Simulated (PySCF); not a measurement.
Electric field gradients and quadrupole coupling constants

Species: C7H15PS.
Numbering: `[CH3:1]/[CH:2]=[CH:3]\[P:4](=[S:5])([CH2:6][CH3:7])[CH2:8][CH3:9]` (hydrogens: H10, H11, H12 on C1; H13 on C2; H14 on C3; H15, H16 on C6; H17, H18, H19 on C7; H20, H21 on C8; H22, H23, H24 on C9)

Cartesian coordinates in Å at the GFN2-xTB level; atoms count from 1:
```
atom  x, y, z in Å
C1     3.068    0.032   -0.047
C2     2.227    1.208   -0.386
C3     0.903    1.264   -0.293
P4    -0.166   -0.076    0.318
S5     0.282   -0.869    2.037
C6    -1.838    0.714    0.304
C7    -1.954    1.717    1.442
C8    -0.227   -1.275   -1.098
C9    -1.098   -2.476   -0.764
H10    3.866    0.332    0.632
H11    2.475   -0.746    0.428
H12    3.537   -0.367   -0.947
H13    2.765    2.080   -0.741
H14    0.376    2.173   -0.555
H15   -2.012    1.182   -0.668
H16   -2.566   -0.091    0.442
H17   -1.722    1.227    2.386
H18   -1.254    2.542    1.310
H19   -2.962    2.124    1.498
H20   -0.580   -0.750   -1.989
H21    0.804   -1.594   -1.275
H22   -0.816   -2.873    0.211
H23   -2.150   -2.200   -0.728
H24   -0.973   -3.259   -1.509
```

Field gradients from the PBE0/pcSseg-1 density (PySCF, non-relativistic), principal values in atomic units, ordered |Vxx| ≤ |Vyy| ≤ |Vzz|:

```json
{"atom": "S5", "Vxx": "-1.1063", "Vyy": "-1.1809", "Vzz": "2.2872"}
```

Question: Find the asymmetry η = (Vxx − Vyy)/Vzz and the couplings χ = eQV/h (234.96 MHz × Q in barn × V in au), with Q(33S) = −0.0678 b.

Answer: 
```csv
atom,environment,nucleus,η,χzz (MHz),χxx (MHz),χyy (MHz)
S5,sulfur bonded to P,33S,0.03,-36.44,17.62,18.81
```

The gradient is axial or nearly so (η below 0.05) at S5. 

Question: What is Vzz at S5 in SI units (1 au = 9.71736 × 10²¹ V/m²)?

Answer: 2.2872 au = 22.226 × 10²¹ V/m².

Question: And the gradient at the other heavy atoms, for which no coupling is worked out here?

Answer: 
```csv
atom,environment,Vzz (au),η
C1,allylic carbon,-0.083,0.82
C2,alkene CH carbon,0.408,0.30
C3,alkene CH carbon,-0.198,0.82
P4,phosphorus bonded to 3 C and S,-0.160,0.71
C6,sp3 carbon bound to phosphorus,0.083,0.47
C7,methyl carbon,0.116,0.49
C8,sp3 carbon bound to phosphorus,0.091,0.38
C9,methyl carbon,0.110,0.50
```

Were the hydrogens deuterons (Q(2H) = 0.00286 b), χzz would run from 200 kHz (H11) to 219 kHz (H14).

The structure is a single GFN2-xTB conformer in the gas phase; no vibrational or solvent corrections. GFN2-xTB bond lengths can be off by several hundredths of an ångström, more for odd bonds, and the gradients follow them. The small basis limits the accuracy of the gradients.
